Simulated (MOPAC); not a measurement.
MOPAC input (PM3):

```
PM3 1SCF CHARGE=-1 GEO-OK AUX(PRECISION=9) THREADS=1
C4H2ISe

I     2.06232700 1   -0.38419300 1    0.06906700 1
C    -0.08611300 1   -0.14602600 1   -0.00981600 1
C    -0.95142100 1   -1.28535600 1   -0.09441900 1
C    -2.31223500 1   -1.07152400 1   -0.14169000 1
Se   -2.49458300 1    0.85449300 1   -0.06687300 1
C    -0.62595400 1    1.09604700 1    0.02092800 1
H    -0.52903300 1   -2.28590200 1   -0.11970200 1
H    -0.10410800 1    2.03652100 1    0.08278700 1
```

From the output:

```
                                                       MOPAC v23.2.5 Linux

          FINAL HEAT OF FORMATION =         57.78400 KCAL/MOL =     241.76825 KJ/MOL

          COSMO AREA              =        149.73 SQUARE ANGSTROMS
          COSMO VOLUME            =        147.22 CUBIC ANGSTROMS

          IONIZATION POTENTIAL    =          4.101708 EV
          HOMO LUMO ENERGIES (EV) =         -4.102  2.650
          NO. OF FILLED LEVELS    =         16
          MOLECULAR WEIGHT        =        255.9243         POINT GROUP:  Cs

          MOLECULAR DIMENSIONS (Angstroms)

            Atom       Atom       Distance
           Se     5    I     1     4.72422
            H     8    H     7     4.28835
            C     3    C     2     0.00000

          SCF CALCULATIONS        =          1

   ATOM   CHEMICAL          X               Y               Z
  NUMBER   SYMBOL      (ANGSTROMS)     (ANGSTROMS)     (ANGSTROMS)

     1       I          2.06232700  *  -0.38419300  *   0.06906700  *
     2       C         -0.08611300  *  -0.14602600  *  -0.00981600  *
     3       C         -0.95142100  *  -1.28535600  *  -0.09441900  *
     4       C         -2.31223500  *  -1.07152400  *  -0.14169000  *
     5      Se         -2.49458300  *   0.85449300  *  -0.06687300  *
     6       C         -0.62595400  *   1.09604700  *   0.02092800  *
     7       H         -0.52903300  *  -2.28590200  *  -0.11970200  *
     8       H         -0.10410800  *   2.03652100  *   0.08278700  *

                             CARTESIAN COORDINATES

   1    I        2.062327000    -0.384193000     0.069067000
   2    C       -0.086113000    -0.146026000    -0.009816000
   3    C       -0.951421000    -1.285356000    -0.094419000
   4    C       -2.312235000    -1.071524000    -0.141690000
   5   Se       -2.494583000     0.854493000    -0.066873000
   6    C       -0.625954000     1.096047000     0.020928000
   7    H       -0.529033000    -2.285902000    -0.119702000
   8    H       -0.104108000     2.036521000     0.082787000

           Empirical Formula: C4 H2 I Se  =     8 atoms

      MOLECULAR POINT GROUP   :   Cs

                  EIGENVALUES
 -30.95736 -22.77226 -16.78681 -13.93570 -12.64369 -10.72496  -9.91833  -8.93772
  -8.70289  -7.91716  -6.62665  -6.31195  -6.20434  -4.85201  -4.74837  -4.10171
   2.64969   4.43070   4.48221   5.29085   6.35050   7.53303   8.47525   8.99279
   9.50070  10.34481

              NET ATOMIC CHARGES AND DIPOLE CONTRIBUTIONS

  ATOM NO.   TYPE          CHARGE      No. of ELECS.   s-Pop       p-Pop
    1          I          -0.258512        7.2585     1.98549     5.27302
    2          C           0.106427        3.8936     1.25295     2.64062
    3          C          -0.354267        4.3543     1.20163     3.15264
    4          C          -0.216843        4.2168     1.70301     2.51384
    5         Se          -0.112380        6.1124     1.87145     4.24093
    6          C          -0.416103        4.4161     1.22804     3.18806
    7          H           0.116887        0.8831     0.88311
    8          H           0.134792        0.8652     0.86521
 DIPOLE           X         Y         Z       TOTAL
 POINT-CHG.     3.963     1.118     0.212     4.123
 HYBRID         3.163     0.443     0.150     3.197
 SUM            7.125     1.561     0.362     7.303

          ATOMIC ORBITAL ELECTRON POPULATIONS

     Atom    s        px        py        pz
    1  I   1.98549   1.29059   1.99068   1.99176
    2  C   1.25295   0.68935   0.94123   1.01004
    3  C   1.20163   0.96976   0.96128   1.22160
    4  C   1.70301   1.07356   0.71082   0.72946
    5 Se   1.87145   1.03370   1.34600   1.86122
    6  C   1.22804   1.00936   0.99816   1.18055
    7  H   0.88311
    8  H   0.86521

 **********************
 *                    *
 * JOB ENDED NORMALLY *
 *                    *
 **********************

 == MOPAC DONE ==
```

The dipole moment of an ion depends on the origin.

The geometry given is a B3LYP-D3(BJ)/def2-TZVP minimum.
